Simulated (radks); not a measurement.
The numbers below are computed, except where a source is named.
Q: Valence configurations of the mercury ion Hg2+ (all share [Xe]). Code: a radial shooting solver on a logarithmic mesh with Libxc functionals. Model: non-relativistic Kohn-Sham, BLYP, spin-unpolarised, spherical densities, point nucleus; relativity is left out, which matters for an element this heavy. Order these by energy: 4f13 5d10 6p1; 4f13 5d10 6s1; 4f14 5d9.5 6p0.5; 4f14 5d10; 4f14 5d9 6p1; 4f13 5d7 6s1 6p3; 4f12 5d10 6p2; 4f14 5d8 6s2; 4f12 5d10 6s2; 4f13 5d8 6p3.

A: From the lowest, in eV above it: 4f14 5d10 0.000; 4f14 5d9.5 6p0.5 7.935; 4f14 5d9 6p1 16.632; 4f14 5d8 6s2 22.961; 4f13 5d10 6s1 116.88; 4f13 5d10 6p1 123.20; 4f13 5d8 6p3 169.04; 4f13 5d7 6s1 6p3 189.07; 4f12 5d10 6s2 250.44; 4f12 5d10 6p2 264.20. NIST lists [Xe] 4f14 5d10 as the ground configuration; this level of theory agrees among the configurations tried. The energies are those of spherical spin-averaged densities, not of single terms. Relativity is left out, which favours d and f over s occupation in heavy atoms.
